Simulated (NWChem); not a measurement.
System: CH₃BO₃; SMILES OB(O)C=O

Here is an NWChem input.

```
start job
memory heap 200 mb stack 900 mb global 1100 mb
geometry units angstroms noautoz
  O      0.138578    -1.881741     0.000000
  C     -0.638637    -0.948518     0.000000
  B     -0.027059     0.540753     0.000000
  O      1.320202     0.622206     0.000000
  O     -0.837573     1.619546     0.000000
  H     -1.742702    -1.143171     0.000000
  H      1.674945    -0.281863     0.000000
  H     -0.348139     2.450782     0.000000
end
basis spherical
  * library def2-svp
end
dft
  xc scan
  grid xcoarse
  iterations 150
  mulliken
end
task dft gradient
```

Parts of the log:

```
             Northwest Computational Chemistry Package (NWChem) 7.3.0
             --------------------------------------------------------

 CS  symmetry detected

                             Geometry "geometry" -> ""
                             -------------------------

 Output coordinates in angstroms (scale by  1.889725989 to convert to a.u.)

  No.       Tag          Charge          X              Y              Z
 ---- ---------------- ---------- -------------- -------------- --------------
    1 O                    8.0000    -0.00125388    -1.90988532     0.00000000
    2 C                    6.0000    -0.71603766    -0.92802358     0.00000000
    3 B                    5.0000    -0.00876164     0.51825315     0.00000000
    4 O                    8.0000     1.34094387     0.51178580     0.00000000
    5 O                    8.0000    -0.74729271     1.64754458     0.00000000
    6 H                    1.0000    -1.83043627    -1.05035530     0.00000000
    7 H                    1.0000     1.63605146    -0.41346814     0.00000000
    8 H                    1.0000    -0.20475931     2.44513873     0.00000000

 Effective nuclear repulsion energy (a.u.)     155.4571681045

      Symmetry information
      --------------------

 Group name             Cs
 Group number              2
 Group order               2
 No. of unique centers     8

                                 NWChem DFT Module
                                 -----------------

 Summary of "ao basis" -> "ao basis" (spherical)
 ------------------------------------------------------------------------------
       Tag                 Description            Shells   Functions and Types
 ---------------- ------------------------------  ------  ---------------------
 O                          def2-svp                 6       14   3s2p1d
 C                          def2-svp                 6       14   3s2p1d
 B                          def2-svp                 6       14   3s2p1d
 H                          def2-svp                 3        5   2s1p

      Symmetry analysis of basis
      --------------------------

        a'         62
        a"         23

            General Information
            -------------------
          SCF calculation type: DFT
          Wavefunction type:  closed shell.
          No. of atoms     :     8
          No. of electrons :    38
           Alpha electrons :    19
            Beta electrons :    19
          Charge           :     0
          Spin multiplicity:     1
          Use of symmetry is: on ; symmetry adaption is: on
          Maximum number of iterations: 150
          AO basis - number of functions:    85
                     number of shells:    39
          Convergence on energy requested:  1.00D-06
          Convergence on density requested:  1.00D-05
          Convergence on gradient requested:  5.00D-04

              XC Information
              --------------
                         SCAN Method XC Functional
                  SCAN metaGGA Exchange Functional  1.000
                        SCAN Correlation Potential  1.000

             Grid Information
             ----------------
          Grid used for XC integration:  xcoarse
          Radial quadrature: Mura-Knowles
          Angular quadrature: Lebedev.
          Tag              B.-S. Rad. Rad. Pts. Rad. Cut. Ang. Pts.
          ---              ---------- --------- --------- ---------
          O                   0.60       21          11.0       194
          C                   0.70       21           9.0       194
          B                   0.85       21           8.0       194
          H                   0.35       21          10.0       194
          Grid pruning is: on
          Number of quadrature shells:   168
          Spatial weights used:  Erf1

      Superposition of Atomic Density Guess
      -------------------------------------

 Sum of atomic energies:        -287.70010383

      Non-variational initial energy
      ------------------------------

 Total energy =    -289.717944
 1-e energy   =    -701.439802
 2-e energy   =     256.264690
 HOMO         =      -0.298694
 LUMO         =      -0.083385

      Symmetry analysis of molecular orbitals - initial
      -------------------------------------------------

  Numbering of irreducible representations:

     1 a'          2 a"

  Orbital symmetries:

     1 a'          2 a'          3 a'          4 a'          5 a'
     6 a'          7 a'          8 a'          9 a'         10 a'
    11 a'         12 a'         13 a'         14 a"         15 a'
    16 a"         17 a'         18 a"         19 a'         20 a"
    21 a'         22 a'         23 a"         24 a'         25 a'
    26 a'         27 a'         28 a'         29 a"

     ---------------------------------------------
      Total Density - Mulliken Population Analysis
     ---------------------------------------------

    Atom       Charge   Shell Charges
 -----------   ------   -------------------------------------------------------
    1 O    8     8.67   1.99  1.13  0.69  3.02  1.83  0.01
    2 C    6     5.47   1.99  0.96  0.30  1.57  0.58  0.07
    3 B    5     4.58   1.99  0.84  0.12  1.21  0.23  0.18
    4 O    8     8.51   1.99  1.11  0.56  3.08  1.76  0.01
    5 O    8     8.50   1.99  1.11  0.56  3.07  1.76  0.01
    6 H    1     0.96   0.70  0.25  0.02
    7 H    1     0.66   0.52  0.07  0.06
    8 H    1     0.66   0.53  0.07  0.06

   convergence    iter        energy       DeltaE   RMS-Dens  Diis-err
 ---------------- ----- ----------------- --------- --------- ---------
 d= 0,ls=0.0,diis     1   -290.0387416706 -4.45D+02  2.11D-02  1.24D+00
 d= 0,ls=0.0,diis     2   -289.5832274027  4.56D-01  1.48D-02  5.80D+00
 d= 0,ls=0.0,diis     3   -290.1729120417 -5.90D-01  3.73D-03  1.63D-01
 d= 0,ls=0.0,diis     4   -290.1818213318 -8.91D-03  1.71D-03  7.09D-02
 d= 0,ls=0.0,diis     5   -290.1890714061 -7.25D-03  1.88D-04  7.51D-04
  Resetting Diis
 d= 0,ls=0.0,diis     6   -290.1891413279 -6.99D-05  7.53D-05  4.44D-05
 d= 0,ls=0.0,diis     7   -290.1891452195 -3.89D-06  6.61D-05  1.36D-05
 d= 0,ls=0.0,diis     8   -290.1891419990  3.22D-06  4.21D-05  4.55D-05
 d= 0,ls=0.0,diis     9   -290.1891466289 -4.63D-06  5.89D-06  5.51D-07
 d= 0,ls=0.0,diis    10   -290.1891466917 -6.28D-08  4.83D-07  3.60D-09

         Total DFT energy =     -290.189146691733
      One electron energy =     -705.425890153781
           Coulomb energy =      296.087368654094
    Exchange-Corr. energy =      -36.307793296527
 Nuclear repulsion energy =      155.457168104481

 Numeric. integr. density =       38.000257429449

                  Occupations of the irreducible representations
                  ----------------------------------------------

                     irrep           alpha         beta
                     --------     --------     --------
                     a'               16.0         16.0
                     a"                3.0          3.0

                       DFT Final Molecular Orbital Analysis
                       ------------------------------------

 Vector   17  Occ=2.000000D+00  E=-3.417646D-01  Symmetry=a'
              MO Center=  9.4D-01,  1.7D-01,  6.6D-16, r^2= 2.1D+00
   Bfn.  Coefficient  Atom+Function         Bfn.  Coefficient  Atom+Function
  ----- ------------  ---------------      ----- ------------  ---------------
    47      0.392412  4 O  py                46      0.343465  4 O  px
    50      0.236229  4 O  py                 4      0.223668  1 O  px
    45      0.205760  4 O  s                 49      0.202926  4 O  px
    19      0.195274  2 C  py                32      0.170501  3 B  px
    76     -0.157149  7 H  s                 17      0.145922  2 C  s

 Vector   18  Occ=2.000000D+00  E=-3.066762D-01  Symmetry=a"
              MO Center=  3.8D-01,  1.0D+00, -1.4D-15, r^2= 2.0D+00
   Bfn.  Coefficient  Atom+Function         Bfn.  Coefficient  Atom+Function
  ----- ------------  ---------------      ----- ------------  ---------------
    48      0.477426  4 O  pz                62     -0.439572  5 O  pz
    51      0.348030  4 O  pz                65     -0.322931  5 O  pz
    41     -0.042194  3 B  d  1               6     -0.038297  1 O  pz
    20     -0.026181  2 C  pz

 Vector   19  Occ=2.000000D+00  E=-2.251208D-01  Symmetry=a'
              MO Center= -3.4D-01, -1.3D+00,  1.7D-16, r^2= 1.9D+00
   Bfn.  Coefficient  Atom+Function         Bfn.  Coefficient  Atom+Function
  ----- ------------  ---------------      ----- ------------  ---------------
     4      0.414845  1 O  px                 5      0.345352  1 O  py
     7      0.303539  1 O  px                71      0.264062  6 H  s
     8      0.262329  1 O  py                72      0.212180  6 H  s
    33     -0.210294  3 B  py                30     -0.200669  3 B  s
    19     -0.161437  2 C  py                18     -0.148161  2 C  px

[...]

                         DFT ENERGY GRADIENTS

    atom               coordinates                        gradient
                 x          y          z           x          y          z
   1 O      -0.002369  -3.609160   0.000000   -0.000588   0.000070   0.000000
   2 C      -1.353115  -1.753710   0.000000    0.001925  -0.004812   0.000000
   3 B      -0.016557   0.979356   0.000000    0.000222   0.005438   0.000000
   4 O       2.534016   0.967135   0.000000    0.002258  -0.007618   0.000000
   5 O      -1.412178   3.113408   0.000000    0.004878   0.006338   0.000000
   6 H      -3.459023  -1.984884   0.000000   -0.001980   0.000323   0.000000
   7 H       3.091689  -0.781341   0.000000   -0.001915   0.006839   0.000000
   8 H      -0.386939   4.620642   0.000000   -0.004801  -0.006578   0.000000
```

Level: SCAN/def2-SVP. The geometry was optimised at PBE0/def2-SVP.
